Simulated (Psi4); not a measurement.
C2H7FO2Si (SMILES CCO[SiH](O)F), singlet, geometry from GFN2-xTB; Psi4 with B3LYP/def2-TZVPP.

Here is a job for Psi4.
```
memory 2 GB

molecule mol {
0 1
Si    0.705454    0.509234    0.630727
O     1.722059    1.459023   -0.168407
F     1.421044   -0.889215    1.002729
O    -0.529044    0.174468   -0.345799
C    -1.603715   -0.712736   -0.161174
C    -2.316189   -0.924568   -1.487558
H     0.410262    1.161114    1.881977
H     1.888398    1.345357   -1.101450
H    -2.291936   -0.285736    0.577501
H    -1.230720   -1.665808    0.229302
H    -3.159523   -1.595532   -1.350834
H    -2.674981    0.026599   -1.871990
H    -1.631957   -1.356438   -2.213202
}

set {
  basis def2-tzvpp
  reference rks
}

energy('b3lyp')
print_variables()
```

Task: Predict the main parts of the log of this Psi4 run.

Result: 
```
   => Loading Basis Set <=

    Name: DEF2-TZVPP
    Role: ORBITAL
    Keyword: BASIS

         ---------------------------------------------------------
                                   SCF
               by Justin Turney, Rob Parrish, Andy Simmonett
                          and Daniel G. A. Smith
                              RKS Reference
         ---------------------------------------------------------

  ==> Geometry <==

    Molecular point group: c1
    Full point group: C1

    Geometry (in Angstrom), charge = 0, multiplicity = 1:

       Center              X                  Y                   Z               Mass
    ------------   -----------------  -----------------  -----------------  -----------------
         SI           0.614389897930     0.496108692975     0.587027869048    27.976926534650
         O            1.630994897930     1.445897692975    -0.212106130952    15.994914619570
         F            1.329979897930    -0.902340307025     0.959029869048    18.998403162730
         O           -0.620108102070     0.161342692975    -0.389498130952    15.994914619570
         C           -1.694779102070    -0.725861307025    -0.204873130952    12.000000000000
         C           -2.407253102070    -0.937693307025    -1.531257130952    12.000000000000
         H            0.319197897930     1.147988692975     1.838277869048     1.007825032230
         H            1.797333897930     1.332231692975    -1.145149130952     1.007825032230
         H           -2.383000102070    -0.298861307025     0.533801869048     1.007825032230
         H           -1.321784102070    -1.678933307025     0.185602869048     1.007825032230
         H           -3.250587102070    -1.608657307025    -1.394533130952     1.007825032230
         H           -2.766045102070     0.013473692975    -1.915689130952     1.007825032230
         H           -1.723021102070    -1.369563307025    -2.256901130952     1.007825032230

  Running in c1 symmetry.

  Rotational constants: A =      0.18809  B =      0.05317  C =      0.04579 [cm^-1]
  Rotational constants: A =   5638.66987  B =   1593.89778  C =   1372.65018 [MHz]
  Nuclear repulsion =  331.377375863140003

  Charge       = 0
  Multiplicity = 1
  Electrons    = 58
  Nalpha       = 29
  Nbeta        = 29

  ==> Algorithm <==

  SCF Algorithm Type is DF.
  DIIS enabled.
  MOM disabled.
  Fractional occupation disabled.
  Guess Type is SAD.
  Energy threshold   = 1.00e-06
  Density threshold  = 1.00e-06
[...]
   @DF-RKS iter   4:  -620.55596660400636   -1.34173e-02   3.15183e-04 ADIIS/DIIS
   @DF-RKS iter   5:  -620.55898908908375   -3.02249e-03   9.29657e-05 DIIS
   @DF-RKS iter   6:  -620.55919991961923   -2.10831e-04   2.92568e-05 DIIS
   @DF-RKS iter   7:  -620.55922749872911   -2.75791e-05   5.91390e-06 DIIS
   @DF-RKS iter   8:  -620.55922856314203   -1.06441e-06   1.63810e-06 DIIS
   @DF-RKS iter   9:  -620.55922863199021   -6.88482e-08   7.50393e-07 DIIS
  Energy and wave function converged.

  ==> Post-Iterations <==

   Electrons on quadrature grid:
      Ntotal   =   57.9999629436 ; deviation = -3.706e-05

    Orbital Energies [Eh]
    ---------------------

    Doubly Occupied:

[...]
    Virtual:

[...]
    Final Occupation by Irrep:
              A
    DOCC [    29 ]
    NA   [    29 ]
    NB   [    29 ]

  @DF-RKS Final Energy:  -620.55922863199021

   => Energetics <=

    Nuclear Repulsion Energy =            331.3773758631400028
    One-Electron Energy =               -1514.9781218379509937
    Two-Electron Energy =                 613.3841385055893625
    DFT Exchange-Correlation Energy =     -50.3426211627686868
    Empirical Dispersion Energy =           0.0000000000000000
    VV10 Nonlocal Energy =                  0.0000000000000000
    Total Energy =                       -620.5592286319902087

Computation Completed

Properties will be evaluated at   0.000000,   0.000000,   0.000000 [a0]

Properties computed using the SCF density matrix

 Multipole Moments:

 ------------------------------------------------------------------------------------
     Multipole            Electronic (a.u.)      Nuclear  (a.u.)        Total (a.u.)
 ------------------------------------------------------------------------------------

 L = 1.  Multiply by 2.5417464519 to convert [e a0] to [Debye]
 Dipole X            :          9.3136658           -9.9810173           -0.6673515
 Dipole Y            :          1.3543312           -1.4385858           -0.0842546
 Dipole Z            :          4.3263975           -4.7895989           -0.4632015
 Magnitude           :                                                    0.8167083

 ------------------------------------------------------------------------------------

  Variable Map:
  ----------------------------------------------------------------------------
[...]
  Array Variable Map:
  ----------------------------------------------------------------------------
[...]
[...]
```
